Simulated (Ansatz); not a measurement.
The cluster Ge3Se3: single points at one geometry.

```yaml
crystal:
  periodic: [false, false, false]
  atoms:
    - {symbol: Ge, position_ang: [0.520622, -0.742058, 1.329304]}
    - {symbol: Ge, position_ang: [0.700655, -1.044267, -2.130655]}
    - {symbol: Ge, position_ang: [-0.908169, 1.319770, -0.150157]}
    - {symbol: Se, position_ang: [-0.737338, 1.098789, 2.243626]}
    - {symbol: Se, position_ang: [-1.184493, -1.275951, -0.634875]}
    - {symbol: Se, position_ang: [1.608723, 0.643718, -0.657242]}
basis:
  gaussian: {orbitals: def2-TZVP, initial_orbitals: start.molden}
hamiltonian: {xc: pbe0, dispersion: d4}
scf: {omitted_lower_state_checks: [starts]}
output: {orbitals: {seedname: orbitals}}
```

The file start.molden holds the orbitals of an earlier run on this structure, at another level or in another basis.

```sh
$ ansatz run in.yaml --threads 4 --pin off --events-out ev --progress --plain --max-ram 8704MiB
```

Shortened log:

```
Functional definition: PBE0
1976 factors; integrals over basis functions are off by at most 4.6e-4 eV
mean field evaluation 1: about -365543.5854 eV, gradient 2.8e2 eV
mean field evaluation 2: about -365555.6261 eV, gradient 2.4e1 eV
mean field evaluation 4: about -365564.5150 eV, gradient 2.8e0 eV
mean field evaluation 8: about -365564.6844 eV, gradient 3.4e-3 eV
mean field -365564.68439518 eV, -13434.2543628800 hartree, gradient 2.5e-5 eV, S^2 0.000000; 0 other end points of the search recorded, 0 dependent functions left out
reference -365564.68442003 eV, -13434.2543637933 hartree; 99, 99 occupied and 189, 189 virtual orbitals, 1976 factors
Total energy: -365565.16306250 eV, -13434.2719535796 hartree
Checks for a lower state left out: starts
```

Run time 19 s (4 threads of Arm Neoverse V2 on a shared host), peak host memory 1.3 GiB.

As the first input, with `correlation: {method: mp2}` and without the key `hamiltonian` (abridged; 21 s):

```
Functional definition: HF
mean field -365334.72961885 eV, -13425.8036807189 hartree, gradient 1.3e-6 eV, S^2 0.000000
54 core orbitals not correlated: weight in the atoms' cores, before any rotation towards them, 1.000 or more for the frozen orbitals, at most 0.000 for the correlated occupied ones
second order -41.19666482 eV of doubles, -0.00000000 eV of singles
Total energy: -365375.92628366 eV, -13427.3176302268 hartree
Checks for a lower state left out: starts
```

As the first input, with `gaussian: {orbitals: def2-SVP, initial_orbitals: start.molden}`, `hamiltonian: {xc: {name: LC-wPBE, parameters: {omega: 0.1/bohr}}}` (abridged; 5 s):

```
Functional definition: LC-wPBE
mean field -365507.70628056 eV, -13432.1604557889 hartree, gradient 1.9e-5 eV, S^2 0.000000
Total energy: -365507.70628066 eV, -13432.1604557927 hartree
Checks for a lower state left out: starts
```

The first input with `gaussian: {orbitals: def2-TZVPD, initial_orbitals: start.molden}`, `hamiltonian: {xc: r2scan, dispersion: d4}` (abridged; 19 s):

```
Functional definition: r2SCAN
mean field -365607.57124500 eV, -13435.8304255412 hartree, gradient 3.4e-5 eV, S^2 0.000000
Total energy: -365607.67650376 eV, -13435.8342937294 hartree
Checks for a lower state left out: starts
```

As the first input, with `hamiltonian: {xc: r2scan, dispersion: d4}` (abridged; 14 s):

```
Functional definition: r2SCAN
mean field -365607.50544921 eV, -13435.8280075907 hartree, gradient 1.4e-5 eV, S^2 0.000000
Total energy: -365607.61068989 eV, -13435.8318751141 hartree
Checks for a lower state left out: starts
```

As the first input, with `gaussian: {orbitals: def2-SVP, initial_orbitals: start.molden}`, `hamiltonian: {xc: {name: LC-wPBE, parameters: {omega: 0.3/bohr}}}` (abridged; 4.7 s):

```
Functional definition: LC-wPBE
mean field -365510.01896898 eV, -13432.2454455208 hartree, gradient 3.8e-5 eV, S^2 0.000000
Total energy: -365510.01896899 eV, -13432.2454455211 hartree
Checks for a lower state left out: starts
```

As the first input, with `gaussian: {orbitals: def2-TZVPD, initial_orbitals: start.molden}` (abridged; 26 s):

```
Functional definition: PBE0
mean field -365564.74766981 eV, -13434.2566881799 hartree, gradient 1.2e-5 eV, S^2 0.000000
Total energy: -365565.22636592 eV, -13434.2742799375 hartree
Checks for a lower state left out: starts
```

Geometry: PBE0-D4/def2-SVP.

Correlated methods freeze 54 core orbitals; core or outer-core shells of Ge, Se are correlated, in sets that lack core-valence functions. The structure comes from a short search, and lower isomers may exist.
